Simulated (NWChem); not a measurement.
Species: AlH, singlet; SMILES [AlH]

```xyz
2

Al     0.0000     0.0000     0.1423
H      0.0000     0.0000    -1.5249
```
Atoms are numbered in this order, from 1.

Program: NWChem. Pople sets run with spherical d functions. Low-valent species are run as closed-shell singlets; no triplet was tried in these runs. The geometry was optimised at PBE0/def2-SVP. Static field.

**Question.** Among these, which level gives the lowest value of “anisotropy (bohr³)”?
A) PBE/aug-cc-pVDZ
B) PBE/aug-cc-pVTZ
C) PBE/def2-TZVPD
D) PBE/6-31G*

**Answer.** D, PBE/6-31G*. Values: PBE/6-31G* 3.0; PBE/def2-TZVPD 7.3; PBE/aug-cc-pVTZ 8.0; PBE/aug-cc-pVDZ 8.4
